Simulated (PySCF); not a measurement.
PySCF job for CCl₃, SMILES Cl[C+](Cl)Cl, charge +1, PBE/pcJ-1. Coordinates come from a r2SCAN-D4/def2-SVP optimisation.

```python
import numpy as np
from pyscf import gto, scf, dft
from pyscf.prop.ssc import rks as ssc

mol = gto.M(
    atom='''
    C     0.00000000    0.00000000    0.00000000
    Cl    1.65557794    0.00000000    0.00000000
    Cl   -0.82778897    1.43377255    0.00000000
    Cl   -0.82778897   -1.43377255    0.00000000
    ''',
    basis='pcJ-1',
    charge=1,
    spin=0,
    max_memory=1600,
    verbose=3,
)
mf = dft.RKS(mol, xc='pbe')
mf.grids.level = 3
mf.conv_tol = 1e-10
mf.max_cycle = 100
mf.kernel()
j = ssc.SSC(mf)
j.with_fcsd = True
j.max_cycle_cphf = 80
j.conv_tol = 1e-7
e11 = j.kernel()
```

Log of the run:

```
converged SCF energy = -1409.01311796025
Reduced spin-spin coupling constant K (Hz)
               #0        #1        #2        #3
        0 C    0.00000
        1 Cl -92.28262   0.00000
        2 Cl -92.28803 -42.94950   0.00000
        3 Cl -92.28708 -42.95297 -42.94297   0.00000
Spin-spin coupling constant J (Hz)
               #0        #1        #2        #3
        0 C    0.00000
        1 Cl -71.03229   0.00000
        2 Cl -71.03646 -12.89396   0.00000
        3 Cl -71.03573 -12.89500 -12.89200   0.00000
```

The run converged.

Cost: around 17 core-seconds (rough).
